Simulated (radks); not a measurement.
Neutral nitrogen, [He] 2s2 2p3. Calculated with a radial shooting solver on a logarithmic mesh with Libxc functionals: non-relativistic Kohn-Sham, exchange-only LDA, spin-polarised, spherical densities, point nucleus. Every spin shell is full or empty, so the densities are truly spherical. Functionals are evaluated on that one density, not self-consistently. Rank these exchange functionals by their error against the exact value of the orbitals, and give that value: LDA, PW91, OPTX, AM05, B86b, G96, TPSS, Tao-Mo.

Answer. Exact: -6.52084 hartree. From best to worst, with 100 (|E| - |E exact|)/|E exact| (equal figures are ties): G96 +0.09, OPTX +0.09, B86b +0.18, PW91 -0.20, Tao-Mo +0.48, TPSS +0.55, AM05 -8.58, LDA -10.49.
